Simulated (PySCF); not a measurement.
**Bond curve of BTe⁺**

Set-up: basis B x2c-SVPall, Te x2c-SVPall; spin-free X2C with a Gaussian nucleus; PySCF 2.14. Energies in eV from B⁺ + Te in their ground configurations at the same level. State: ³Π (triplet), unpaired electrons σ ↑, π ↑.

All columns are PBE0. A positive dipole points towards Te; it is taken about the centre of mass and depends on that origin.

| R (Å) | E (eV) | μ (D) | Mulliken charge on B (basis-dependent) | HOMO (eV) | LUMO (eV) | Mayer bond order | ⟨S²⟩ |
| --- | --- | --- | --- | --- | --- | --- | --- |
| 1.770 | -2.151 | -1.51 | 0.21 | -14.67 | -12.64 | 2.18 | 2.01 |
| 1.852 | -2.789 | -1.81 | 0.28 | -14.55 | -12.39 | 2.11 | 2.01 |
| 1.935 | -3.133 | -2.13 | 0.34 | -14.29 | -12.15 | 2.03 | 2.01 |
| 1.996 | -3.250 | -2.37 | 0.38 | -14.10 | -11.97 | 1.98 | 2.01 |
| 2.058 | -3.277 | -2.61 | 0.41 | -13.93 | -11.81 | 1.92 | 2.01 |
| 2.120 | -3.238 | -2.85 | 0.43 | -13.76 | -11.66 | 1.86 | 2.01 |
| 2.202 | -3.115 | -3.17 | 0.46 | -13.55 | -11.46 | 1.77 | 2.01 |
| 2.305 | -2.892 | -3.56 | 0.48 | -13.31 | -11.23 | 1.64 | 2.01 |
| 2.428 | -2.585 | -4.02 | 0.50 | -13.03 | -10.98 | 1.48 | 2.02 |
| 2.593 | -2.186 | -4.65 | 0.52 | -12.70 | -10.99 | 1.25 | 2.03 |

A fit through these points gives, at Re = 2.050 Å, μ = -2.58 D and dμ/dR = -3.91 D/Å; the reduced mass is 10.15 u.

Q: How strong is the fundamental in the double-harmonic approximation, I = 42.26·(dμ/dR)²/μred km/mol?

A: I = 42.26·(-3.91)²/10.15 = 63.7 km/mol at PBE0.

These are scalar-relativistic numbers at best; spin–orbit coupling would shift them, the dissociation energy most. For an ion De counts to the pair picked by the measured ionisation energies or electron affinities, which need not be the lowest pair at this level. The state was picked by a PBE0 search and need not be the measured ground state.
